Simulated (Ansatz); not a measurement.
Molecule: dihydroxy(dimethoxy)silane, C2H8O4Si, charge 0, multiplicity 1. 
Coordinates optimised at B3LYP-D3(BJ)/def2-TZVP (Ansatz, an electronic-structure program):
```
Si
O 1 1.6292
C 2 1.4220 1 124.32
H 3 1.0896 2 107.92 1 -176.37
H 3 1.0921 4 109.20 2 -120.75
H 3 1.0934 4 108.84 5 -118.75
O 1 1.6292 2 114.78 3 -69.01
C 7 1.4220 1 124.32 2 -69.01
H 8 1.0896 7 107.92 1 -176.37
H 8 1.0921 9 109.20 7 -120.75
H 8 1.0934 9 108.84 10 -118.75
O 1 1.6353 2 107.06 3 49.17
H 12 0.9601 1 117.40 2 -160.94
O 1 1.6353 2 106.67 3 172.60
H 14 0.9601 1 117.40 2 -37.61
```

Property: atomisation energy (electronic, to ground-state atoms), in kcal/mol. Cores are frozen in the correlated levels unless marked. Open shells are spin-unrestricted. Spin-orbit coupling is left out. No relativistic terms. The coupled-cluster limit lacks core correlation, which all-electron functionals hold. CBS(X,Y): correlation extrapolated as X^-3; Hartree-Fock from the larger set.

```csv
level,program,atomisation energy (kcal/mol)
PBE-D3(BJ)/def2-TZVPD,Ansatz + dftd3,?
HSE06-D4/def2-TZVPD,Ansatz + dftd4,?
"CCSD(T)/CBS(cc-pV(T+d)Z,cc-pV(Q+d)Z)",Ansatz,1466.5
```

Q: Fill in the missing entries.

A: 
- PBE-D3(BJ)/def2-TZVPD, atomisation energy (kcal/mol): 1478.8
- HSE06-D4/def2-TZVPD, atomisation energy (kcal/mol): 1449.5
